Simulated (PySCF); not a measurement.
An unknown shows these calculated signals:

1H NMR (600 MHz, computed): δ 4.13 (br, 2H), 3.23 (s, 3H), 2.90 (t, 2H), 2.36 (s, 9H).

13C{1H} NMR (computed): δ 67.1 (CH3), 65.0 (CH2), 49.1 (CH3).

PySCF 2.14.0 with density-fitted response routines calculation with σ from GIAO-KT2/pcSseg-1 and PBE0-D3(BJ)/def2-SVP structure; non-relativistic Hamiltonian, isolated molecule, single conformer, averaged over atoms made equivalent by symmetry, fast rotation or ring inversion.

Scale: 1H and 13C vs TMS (reference shieldings calculated alike).

**Question.** Which of these does the molecule contain: a ketone, a methoxy group, an NH or NH2 group, a benzene ring, an N-methyl group?

**Answer.** 
- A ketone: no.
- A methoxy group: yes (δC 67.1; δH 3.23 (s)).
- An NH or NH2 group: no.
- A benzene ring: no.
- An N-methyl group: yes (δC 49.1; δH 2.36 (s)).

The data belong to SMILES CO[CH2][AlH2-][N+](C)(C)C, C5H16AlNO; they needn't prove each group on their own.

Carbon signals by region: 2 at 50–100 ppm, 1 below 50 ppm.

Hydrides on Al or Ga are broadened by the quadrupolar metal nucleus. Shifts are as computed. Against solution values, carbons near 30 ppm lie about +2 ppm off and those near 130 ppm about -5 ppm. Of 1309 compounds with measured shifts, 239 miss one by over three times the rms of a fit or turn the order of signals round; such compounds aren't used in these exercises. Multiplicities follow the n + 1 count of equivalent neighbours, as no J values were calculated; m marks all less simple cases, F and P coupling included.
